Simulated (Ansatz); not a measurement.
Program: Ansatz. Geometries: PBE0-D4/def2-TZVP. ΔE: electronic, gas phase. CCSD(T)/CBS adds triple-zeta CCSD(T) − MP2 to the extrapolated MP2 energy (def2 sets, frozen cores). DFT in def2-TZVPP. For Se outer-core shells are correlated without core-valence functions, which leaves a few kJ/mol of doubt a bond. Scalar relativity is left out up to krypton. Each species was taken in one conformer, which may not be the lowest.

Consider the ligand exchange at a P–N bond: `CN(C)P` + `[SeH][SiH2][SeH]` → `P[Se][SiH2][SeH]` + dimethylamine.

```
             level  ΔE (kJ/mol)
          BHLYP-D4        -33.6
      CAM-B3LYP-D4        -26.6
            B2PLYP        -33.2
          PBE-QIDH        -35.1
            revPBE        -45.0
         CAM-B3LYP        -26.8
SCS-MP2/def2-TZVPP        -30.1
     MP2/CBS(def2)        -35.7
```

Q: What does CCSD(T)/CBS give? (Estimate.)

A: Ansatz gave: -34.2 kJ/mol. The listed levels differ from it by 0.6, 7.6, 1.0, -0.9, -10.8, 7.4, 4.1, -1.5 kJ/mol.

Largest T1 diagnostic among the species: 0.011.

Leaving LDA and LC-ωPBE aside and taking each functional with its dispersion term where it has one, the values, not all of them listed here, spread over 13.6 kJ/mol, from PBE-D4 to CAM-B3LYP-D4. LDA lies +13.2 kJ/mol from PBE without D4. From BLYP to BHLYP (50 % exact exchange), in def2-TZVPP and without D4, ΔE moves by +5.7 kJ/mol. At CCSD(T), def2-SVP lies +9.0 kJ/mol from the extrapolated value and def2-TZVPP +3.7 kJ/mol.
